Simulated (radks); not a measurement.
Problem. All-electron atom: Hg2+ in [Xe] 4f14 5d10 (the NIST ground configuration). Calculated with a radial shooting solver on a logarithmic mesh with Libxc functionals: Dirac Kohn-Sham, PBE, spin-unpolarised, spherical densities, point nucleus. Some entries of the table are withheld. Estimate them.

| orbital | occ. | eigenvalue (Ry) | <1/r> (bohr^-1) | <r> (bohr) |
|---|---|---|---|---|
| 1s1/2 | 2 | -6105.351 | 97.68 | 0.01658 |
| 2s1/2 | 2 | -1082.295 | 24.05 | 0.06923 |
| 2p1/2 | 2 | -1038.260 | 23.99 | 0.05692 |
| 2p3/2 | 4 | -895.0772 | 19.41 | 0.06560 |
| 3s1/2 | 2 | -257.8728 | 8.822 | 0.1801 |
| 3p1/2 | 2 | -238.0844 | 8.730 | 0.1704 |
| 3p3/2 | 4 | -206.3687 | 7.537 | 0.1863 |
| 3d3/2 | 4 | (1) | 7.435 | 0.1621 |
| 3d5/2 | 6 | (2) | 7.165 | 0.1670 |
| 4s1/2 | 2 | -57.79504 | 3.736 | (3) |
| 4p1/2 | 2 | -49.31766 | 3.625 | 0.4011 |
| 4p3/2 | 4 | -41.65976 | 3.212 | 0.4353 |
| 4d3/2 | 4 | -27.82872 | 3.011 | 0.4425 |
| 4d5/2 | 6 | -26.40136 | 2.916 | 0.4536 |
| 5s1/2 | 2 | -10.07498 | 1.523 | 0.9028 |
| 4f5/2 | 6 | -8.60603 | (4) | 0.4793 |
| 4f7/2 | 8 | -8.29791 | (5) | 0.4860 |
| 5p1/2 | 2 | (6) | 1.396 | 0.9725 |
| 5p3/2 | 4 | (7) | 1.243 | 1.069 |
| 5d3/2 | 4 | -2.20078 | 0.9309 | 1.412 |
| 5d5/2 | 6 | -2.05955 | 0.8943 | 1.465 |
| 6s1/2 | 0 | -1.71672 | 0.5363 | 2.378 |
| 6p1/2 | 0 | (8) | 0.4411 | 2.853 |
| 6p3/2 | 0 | (9) | 0.3997 | 3.121 |

Solution. 
(1) 3d3/2 eigenvalue (Ry): -173.6945
(2) 3d5/2 eigenvalue (Ry): -166.9007
(3) 4s1/2 <r> (bohr): 0.3990
(4) 4f5/2 <1/r> (bohr^-1): 2.553
(5) 4f7/2 <1/r> (bohr^-1): 2.516
(6) 5p1/2 eigenvalue (Ry): -7.28353
(7) 5p3/2 eigenvalue (Ry): -5.94311
(8) 6p1/2 eigenvalue (Ry): -1.18352
(9) 6p3/2 eigenvalue (Ry): -1.05985
